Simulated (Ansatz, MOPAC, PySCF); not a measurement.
System: B2N, net charge 0, doublet state. SMILES: [B][N][B]
Geometry: optimised at B3LYP-D3(BJ)/def2-TZVP (Ansatz, an electronic-structure program).

Property: vertical ionisation energy to the triplet, in eV. Conventions: 6-311+G** with 5d; frozen cores in correlated levels; each state is the SCF solution reached for its charge and spin; open shells spin-unrestricted; no spin-orbit coupling; no dispersion term unless named; six Cartesian d functions in 6-31G* and its kin unless marked 5d; non-relativistic. Ab initio and DFT rows: single points at B3LYP-D3(BJ) geometries (Ansatz). Semi-empirical rows: differences of heats of formation at the shared geometry for vertical values. A UHF reference is markedly spin-contaminated in at least one set, which strains HF and MP2. The Hartree-Fock reference of [B][N][B] is unstable towards a lower, spin-broken solution.

```tsv
level	program	vertical ionisation energy to the triplet (eV)
PM3	MOPAC	11.23
HF/6-31G*	Ansatz	6.99
HF/6-311+G**	Ansatz	7.29
PBE/6-311+G**	Ansatz	9.06
B3LYP/6-31G*	Ansatz	8.77
M06-2X/6-31G* (5d)	PySCF	8.37
MP2/6-311+G**	Ansatz	8.28
B3LYP/def2-TZVPD	Ansatz	9.02
M06-2X/def2-TZVPD	PySCF	8.58
```

No value to compare with is used here. The 7 habitual levels span 6.99 (HF/6-31G*) to 11.23 eV (PM3); B3LYP/def2-TZVPD gives 9.02.

The levels are drawn from those run, B3LYP/6-31G* more often than the rest, none by its result; left out are runs that failed, that the program found above a lower state of the same kind, or whose <S^2> lies over 0.5 above the pure value.
